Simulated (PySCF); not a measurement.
A structure optimised at PBE-D3(BJ)/def2-SVP, used in a PySCF frequency run:

```
C
H 1 1.1120
C 1 1.4520 2 110.21
C 3 1.2226 2 150.50 1 179.49
H 4 1.0809 2 161.46 1 -179.40
C 1 1.5305 2 111.39 3 134.57
C 6 1.3388 1 136.50 2 -75.01
O 6 1.3830 7 128.96 1 179.21
H 7 1.0975 6 119.46 8 179.36
H 7 1.0988 9 119.66 6 179.48
C 8 1.4523 6 91.83 7 -174.26
H 11 1.1090 8 111.96 6 -123.97
H 11 1.1094 12 110.54 8 125.13
```
Charge 0, spin multiplicity 1.

Q: Write its SMILES and formula.

A: C#C[C@H]1COC1=C, C6H6O

Q: What are its rotational constants (standard atomic weights)?

A: 4.6165, 2.2151, 1.6196 GHz
